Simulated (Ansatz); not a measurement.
Method: Ansatz (a first-principles code) with r2SCAN-D4/def2-TZVP. No frequencies were computed at this level.

Ansatz 0.2 input:
```yaml
crystal:
  periodic: [false, false, false]
  atoms:
    - { symbol: Si, position_ang: [2.412291, -0.483817, 0.038408] }
    - { symbol: Al, position_ang: [0.023919, 0.010206, 0.070298] }
    - { symbol: Si, position_ang: [-0.790438, 2.30842, 0.149427] }
    - { symbol: Si, position_ang: [-1.595353, -1.814612, 0.050463] }
    - { symbol: H, position_ang: [3.19888, 0.124079, 1.137559] }
    - { symbol: H, position_ang: [3.145787, -0.076109, -1.182603] }
    - { symbol: H, position_ang: [2.696231, -1.935134, 0.156277] }
    - { symbol: H, position_ang: [-2.264167, 2.39939, 0.287034] }
    - { symbol: H, position_ang: [-0.490314, 3.13981, -1.039795] }
    - { symbol: H, position_ang: [-0.275579, 3.115697, 1.280851] }
    - { symbol: H, position_ang: [-1.427819, -2.820378, 1.125869] }
    - { symbol: H, position_ang: [-1.641553, -2.627777, -1.187087] }
    - { symbol: H, position_ang: [-2.991104, -1.341074, 0.21787] }
basis:
  gaussian: { orbitals: def2-tzvp }
hamiltonian:
  xc: r2scan
  dispersion: d4
relax:
  max_steps: 150
```

Output:

```
Functional definition: r2SCAN
1411 factors; their error is unknown
mean field evaluation 1: about -30370.9989 eV, gradient 2.5e1 eV
mean field evaluation 2: about -30371.3107 eV, gradient 2.4e1 eV
mean field evaluation 4: about -30373.4634 eV, gradient 1.6e0 eV
mean field evaluation 8: about -30373.4671 eV, gradient 4.8e-2 eV
mean field evaluation 16: about -30373.4467 eV, gradient 1.5e-5 eV
mean field -30373.44668022 eV, -1116.2035776365 hartree, gradient 1.5e-5 eV, S^2 0.000000; 0 other end points of the search recorded, 0 dependent functions left out
reference -30373.44669941 eV, -1116.2035783417 hartree; 32, 32 occupied and 170, 170 virtual orbitals, 1411 factors
relax step   1: F+E_penalty+E_count = -30373.52000754 eV  Δ(F+E_penalty+E_count) = +0.000e0 eV  max|allowed force component| = 4.383e-1 eV/Å  Δτ_max = 0.0000 Å  (26 SCF iters, accepted)
these checks for a lower state are left out or cut short: starts, cluster_reference, orbital_swaps, neighbouring_geometries, increment
1411 factors; their error is unknown
mean field -30373.52855604 eV, -1116.2065865175 hartree, gradient 7.5e-6 eV, S^2 0.000000; 0 other end points of the search recorded, 0 dependent functions left out
reference -30373.52857518 eV, -1116.2065872209 hartree; 32, 32 occupied and 170, 170 virtual orbitals, 1411 factors
relax step   2: F+E_penalty+E_count = -30373.60242920 eV  Δ(F+E_penalty+E_count) = -8.242e-2 eV  max|allowed force component| = 1.649e-1 eV/Å  Δτ_max = 0.1285 Å  (26 SCF iters, accepted)
these checks for a lower state are left out or cut short: starts, cluster_reference, orbital_swaps, neighbouring_geometries, increment
1411 factors; their error is unknown
mean field -30373.54274329 eV, -1116.2071078893 hartree, gradient 1.8e-5 eV, S^2 0.000000; 0 other end points of the search recorded, 0 dependent functions left out
reference -30373.54276249 eV, -1116.2071085947 hartree; 32, 32 occupied and 170, 170 virtual orbitals, 1411 factors
relax step   3: F+E_penalty+E_count = -30373.61628067 eV  Δ(F+E_penalty+E_count) = -1.385e-2 eV  max|allowed force component| = 3.723e-2 eV/Å  Δτ_max = 0.0556 Å  (26 SCF iters, accepted)
these checks for a lower state are left out or cut short: starts, cluster_reference, orbital_swaps, neighbouring_geometries, increment
1411 factors; their error is unknown
mean field evaluation 32: about -30373.5676 eV, gradient 5.4e-1 eV
mean field -30373.54392345 eV, -1116.2071512595 hartree, gradient 1.8e-5 eV, S^2 0.000000; 0 other end points of the search recorded, 0 dependent functions left out
reference -30373.54394265 eV, -1116.2071519649 hartree; 32, 32 occupied and 170, 170 virtual orbitals, 1411 factors
relax step   4: F+E_penalty+E_count = -30373.61749669 eV  Δ(F+E_penalty+E_count) = -1.216e-3 eV  max|allowed force component| = 1.035e-1 eV/Å  Δτ_max = 0.0134 Å  (27 SCF iters, accepted)
these checks for a lower state are left out or cut short: starts, cluster_reference, orbital_swaps, neighbouring_geometries, increment
1411 factors; their error is unknown
mean field -30373.54703906 eV, -1116.2072657559 hartree, gradient 1.7e-5 eV, S^2 0.000000; 0 other end points of the search recorded, 0 dependent functions left out
reference -30373.54705828 eV, -1116.2072664620 hartree; 32, 32 occupied and 170, 170 virtual orbitals, 1411 factors
relax step   5: F+E_penalty+E_count = -30373.62059607 eV  Δ(F+E_penalty+E_count) = -3.099e-3 eV  max|allowed force component| = 7.420e-2 eV/Å  Δτ_max = 0.0431 Å  (26 SCF iters, accepted)
these checks for a lower state are left out or cut short: starts, cluster_reference, orbital_swaps, neighbouring_geometries, increment
1411 factors; their error is unknown
mean field -30373.55069322 eV, -1116.2074000439 hartree, gradient 1.6e-5 eV, S^2 0.000000; 0 other end points of the search recorded, 0 dependent functions left out
reference -30373.55071246 eV, -1116.2074007509 hartree; 32, 32 occupied and 170, 170 virtual orbitals, 1411 factors
relax step   6: F+E_penalty+E_count = -30373.62430202 eV  Δ(F+E_penalty+E_count) = -3.706e-3 eV  max|allowed force component| = 9.122e-2 eV/Å  Δτ_max = 0.0902 Å  (25 SCF iters, accepted)
these checks for a lower state are left out or cut short: starts, cluster_reference, orbital_swaps, neighbouring_geometries, increment
1411 factors; their error is unknown
mean field -30373.55159093 eV, -1116.2074330340 hartree, gradient 1.6e-5 eV, S^2 0.000000; 0 other end points of the search recorded, 0 dependent functions left out
reference -30373.55161018 eV, -1116.2074337412 hartree; 32, 32 occupied and 170, 170 virtual orbitals, 1411 factors
relax step   7: F+E_penalty+E_count = -30373.62521983 eV  Δ(F+E_penalty+E_count) = -9.178e-4 eV  max|allowed force component| = 4.665e-2 eV/Å  Δτ_max = 0.0390 Å  (26 SCF iters, accepted)
these checks for a lower state are left out or cut short: starts, cluster_reference, orbital_swaps, neighbouring_geometries, increment
1411 factors; their error is unknown
mean field evaluation 64: about -30373.5517 eV, gradient 1.1e-4 eV
mean field -30373.55174374 eV, -1116.2074386497 hartree, gradient 1.6e-5 eV, S^2 0.000000; 0 other end points of the search recorded, 0 dependent functions left out
reference -30373.55176299 eV, -1116.2074393570 hartree; 32, 32 occupied and 170, 170 virtual orbitals, 1411 factors
relax step   8: F+E_penalty+E_count = -30373.62539576 eV  Δ(F+E_penalty+E_count) = -1.759e-4 eV  max|allowed force component| = 9.397e-3 eV/Å  Δτ_max = 0.0135 Å  (27 SCF iters, accepted)
these checks for a lower state are left out or cut short: starts, cluster_reference, orbital_swaps, neighbouring_geometries, increment
1411 factors; their error is unknown
mean field -30373.55149956 eV, -1116.2074296761 hartree, gradient 1.6e-5 eV, S^2 0.000000; 0 other end points of the search recorded, 0 dependent functions left out
reference -30373.55151880 eV, -1116.2074303831 hartree; 32, 32 occupied and 170, 170 virtual orbitals, 1411 factors
relax step   9: F+E_penalty+E_count = -30373.62515974 eV  Δ(F+E_penalty+E_count) = +2.360e-4 eV  max|allowed force component| = 4.154e-2 eV/Å  Δτ_max = 0.0124 Å  (27 SCF iters, rejected (line search))
these checks for a lower state are left out or cut short: starts, cluster_reference, orbital_swaps, neighbouring_geometries, increment
1411 factors; their error is unknown
mean field -30373.55177383 eV, -1116.2074397554 hartree, gradient 8.7e-5 eV, S^2 0.000000; 0 other end points of the search recorded, 0 dependent functions left out
reference -30373.55179308 eV, -1116.2074404627 hartree; 32, 32 occupied and 170, 170 virtual orbitals, 1411 factors
relax step  10: F+E_penalty+E_count = -30373.62542180 eV  Δ(F+E_penalty+E_count) = -2.604e-5 eV  max|allowed force component| = 2.038e-3 eV/Å  Δτ_max = 0.0029 Å  (20 SCF iters, accepted)
1411 factors; their error is unknown
mean field -30373.55177383 eV, -1116.2074397554 hartree, gradient 8.7e-5 eV, S^2 0.000000; 1 other end points of the search recorded, 0 dependent functions left out
reference -30373.55179308 eV, -1116.2074404627 hartree; 32, 32 occupied and 170, 170 virtual orbitals, 1411 factors
Total energy: -30373.62544104 eV, -1116.2101469755 hartree
Atom 0 at     2.355834    -0.478187     0.052317 Å, force     0.000761     0.000589     0.000232 eV/Å
Atom 1 at    -0.059874    -0.010331     0.113789 Å, force    -0.000559    -0.000767    -0.000161 eV/Å
Atom 2 at    -0.754239     2.349509     0.162971 Å, force     0.002038     0.000116     0.000440 eV/Å
Atom 3 at    -1.652889    -1.883002     0.064904 Å, force     0.001036    -0.000142     0.000017 eV/Å
Atom 4 at     3.063449     0.214663     1.167619 Å, force    -0.000737    -0.000150    -0.000216 eV/Å
Atom 5 at     2.940286     0.043144    -1.218091 Å, force    -0.000423     0.000269    -0.000060 eV/Å
Atom 6 at     2.696490    -1.925675     0.136089 Å, force     0.000476    -0.000212    -0.000107 eV/Å
Atom 7 at    -2.224579     2.552061     0.283325 Å, force    -0.000660    -0.000355     0.000196 eV/Å
Atom 8 at    -0.310213     3.032846    -1.087182 Å, force    -0.000129     0.000280     0.000186 eV/Å
Atom 9 at    -0.106393     3.067019     1.298850 Å, force    -0.000402     0.000127    -0.000598 eV/Å
Atom 10 at    -1.352787    -2.855558     1.155273 Å, force    -0.000620     0.000208     0.000029 eV/Å
Atom 11 at    -1.513305    -2.624680    -1.222688 Å, force    -0.000080    -0.000344     0.000189 eV/Å
Atom 12 at    -3.080999    -1.483109     0.197395 Å, force    -0.000701     0.000380    -0.000147 eV/Å
Dipole moment:    -0.034328    -0.005860     0.016331 e Å
```

Cost: roughly 70 core-seconds.
